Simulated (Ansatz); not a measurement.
Born–Oppenheimer molecular dynamics of BFH4N2 (8 atoms, charge 0, multiplicity 1). It starts from a relaxed structure.

All numbers below come from Ansatz, RKS B3LYP/6-31G*.

```yaml
ensemble: NVT, Langevin thermostat
time_step: 1 fs
steps_asked: 100
set_temperature: 400 K
friction: 0.02 /fs
seed: 427334
```

First frame:

```xyz
8
Properties=species:S:1:pos:R:3
B -0.099 0.118 0.060
N -0.025 -0.107 1.458
H -0.811 -0.349 2.039
H 0.842 0.000 1.960
F 1.037 0.480 -0.584
N -1.283 -0.012 -0.706
H -2.175 -0.297 -0.334
H -1.287 0.166 -1.698
```

**Question.** How far do the bonds stretch over the last three quarters of this one trajectory? (Pairs bonded in most of those frames.)

**Answer.** 
| bond | mean (Å) | spread (Å) | shortest | longest |
| --- | --- | --- | --- | --- |
| B1–N2 | 1.419 | 0.014 | 1.39 | 1.45 |
| B1–F5 | 1.356 | 0.017 | 1.33 | 1.38 |
| B1–N6 | 1.437 | 0.018 | 1.41 | 1.47 |
| N2–H3 | 1.011 | 0.011 | 0.99 | 1.04 |
| N2–H4 | 1.012 | 0.019 | 0.97 | 1.06 |
| N6–H7 | 1.015 | 0.015 | 0.99 | 1.05 |
| N6–H8 | 1.015 | 0.036 | 0.96 | 1.08 |

Mean temperature of the second half: 269 K. The mean temperature of the second half is 33 % below the set value. A run of 0.1 ps of so small a system gives no equilibrium averages.

Run time: 3.2 min on 1 thread of Arm Neoverse V1 (shared host), peak memory 0.12 GiB.
